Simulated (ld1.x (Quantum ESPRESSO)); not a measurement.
## Cd, TM semilocal: configuration errors across variants

```
Element                 : Cd
Generator               : ld1.x (Quantum ESPRESSO) 7.5
Type                    : norm-conserving Troullier–Martins (semilocal form)
Functional              : PBE
Relativity              : scalar-relativistic
Frozen core             : [Kr]
Valence charge          : 12
Reference configuration : 4d10 5s1 5p0 (charge +1)
Partial waves           : 5s (bound): rc 2.30 bohr; 4d (bound): rc 1.65 bohr; 5p (bound, empty): rc 2.85 bohr
Local potential         : the p channel
Core correction         : Bessel-smoothed model core inside 1.60 bohr
```

All-electron excitation energies from the reference (eV): (1) 4d10 5s2 5p0 -9.272; (2) 4d10 5s0 5p0 17.126; (3) 4d9 5s0 5p0 55.135; (4) 4d10 5s0 5p2 0.398; (5) 4d9 5s2 5p0 8.703; (6) 4d8 5s0 5p0 109.197; (7) 4d9 5s2 5p1 3.374.

A semilocal file is local in each channel, so a ghost entry of none says nothing of the separable form that plane-wave codes build from it.

Errors AE − PS in meV (a dash: test not solved or not reliable):

| change | (1) | (2) | (3) | (4) | (5) | (6) | (7) | bound ghosts |
| --- | --- | --- | --- | --- | --- | --- | --- | --- |
| base | -3.4 | -16 | -86 | -1.8 | -129 | -455 | -168 | none |
| wave 4d (bound): rc 1.65 bohr becomes 4d (bound): rc 1.22 bohr | -3.6 | -16 | -78 | -1.8 | -128 | -432 | -168 | none |
| wave 4d (bound): rc 1.65 bohr becomes 4d (bound): rc 1.42 bohr | -3.5 | -16 | -80 | -1.7 | -128 | -437 | -168 | none |
| wave 4d (bound): rc 1.65 bohr becomes 4d (bound): rc 1.54 bohr | -3.5 | -16 | -82 | -1.8 | -129 | -444 | -168 | none |
| wave 4d (bound): rc 1.65 bohr becomes 4d (bound): rc 1.72 bohr | -3.1 | -15 | -90 | -1.8 | -128 | -466 | -167 | none |
| wave 4d (bound): rc 1.65 bohr becomes 4d (bound): rc 1.80 bohr | -3.1 | -15 | -93 | -1.8 | -128 | -472 | -166 | none |
| wave 4d (bound): rc 1.65 bohr becomes 4d (bound): rc 2.00 bohr | -2.6 | -15 | -114 | -1.9 | -119 | -502 | -155 | none |
| wave 4d (bound): rc 1.65 bohr becomes 4d (bound): rc 2.20 bohr | -2.5 | -16 | -133 | -2.1 | -105 | -506 | -139 | none |
| wave 4d (bound): rc 1.65 bohr becomes 4d (bound): rc 2.30 bohr | -2.8 | -17 | -146 | -2.4 | -91 | -492 | -122 | none |
| wave 4d (bound): rc 1.65 bohr becomes 4d (bound): rc 2.46 bohr | -4.1 | -22 | -164 | -2.8 | -59 | -429 | -86 | none |

Task: Give the same row for: wave 4d (bound): rc 1.65 bohr becomes 4d (bound): rc 1.02 bohr.

Result: -3.6, -16, -77, -1.8, -127, -427, -167; bound ghosts: none.
